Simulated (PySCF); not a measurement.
# How methods differ on the excitation energy of N⁺

N⁺ [He] 2s2 2p2 (3P) → N⁺ [He] 2s2 2p1 3s1 (3P), as a difference of total energies. Computed with PySCF 2.14 in x2c-TZVPPall with one added diffuse shell each of s, p, d type (6s4p3d1f, 40 functions), with the spin-free X2C one-electron Hamiltonian (Gaussian nucleus). Correlated levels: valence: 1s2 frozen; valence and next inner shell: nothing frozen. The calculations carry no spin-orbit coupling.

```csv
method,excitation energy (eV)
UHF,18.344
LDA,18.682
PBE,18.526
PBE0,18.613
r2SCAN,19.016
TPSSh,18.661
B3LYP,18.623
revPBE,18.497
wB97X,18.842
MP2 (valence),18.511
SCS-MP2 (valence),18.413
MP2 (valence and next inner shell),18.526
SCS-MP2 (valence and next inner shell),18.423
```

Problem. How much does correlation contribute at MP2 (valence and next inner shell)?

Solution. 18.526 − (18.344) = 0.182 eV, measured against UHF.

Errors of the correlated levels include the incompleteness of this basis and the frozen core.

For comparison: 18.464 eV (measured; NIST levels, between the centres of gravity of the two terms).
